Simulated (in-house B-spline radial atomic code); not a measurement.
A run on an ion of nuclear charge 58 with 58.4 electrons that did not converge. Method: scalar-relativistic (X2C) PBE0, spin-polarised, spherical fractional occupations, Fermi nucleus of rms radius 4.8771 fm; computed with an all-electron radial atomic-structure program (B-spline basis).

Command:
```bash
python run_scf.py task.json out
```
Settings (nuclear radius in fm, mass in u):
```
Z                58
configuration    [Xe] 4f1.4 5d1 6s2
hamiltonian      x2c
method           pbe0
spin_polarised   True
nucleus          fermi
rms_radius       4.8771
atomic_mass      139.90545
speed_of_light   137.035999084
```

First and last ten iterations of the last attempt (damped for 15 steps, keeping 80 % of the old Fock matrix, then DIIS):
```
 iter        energy (Eh)    residual
    1       -8851.822228    4.77e-01
    2       -8853.101677    3.99e-01
    3       -8856.322926    2.57e-01
    4       -8857.908038    1.60e-01
    5       -8858.657929    9.69e-02
    6       -8858.999289    5.70e-02
    7       -8859.149069    3.36e-02
    8       -8859.212608    2.07e-02
    9       -8859.238821    1.39e-02
   10       -8859.249462    1.03e-02
  111       -8859.257467    2.78e-04
  112       -8858.576641    6.61e-02
  113       -8858.576709    6.61e-02
  114       -8858.576929    6.60e-02
  115       -8858.576958    6.60e-02
  116       -8858.576970    6.60e-02
  117       -8858.576770    6.60e-02
  118       -8858.577187    6.60e-02
  119       -8858.577572    6.60e-02
  120       -8858.577566    6.60e-02
 not converged after 120 iterations
```

The smallest residual met was 1.1e-04; the threshold is about 6e-07. No energy from this run should be used. The likely cause: this method binds the added charge weakly or not at all at the basis-set limit, so charge moves back and forth between the atom and the box. Run time, properties included: 6.6 s on 1 thread of Arm Neoverse V1 (shared host).
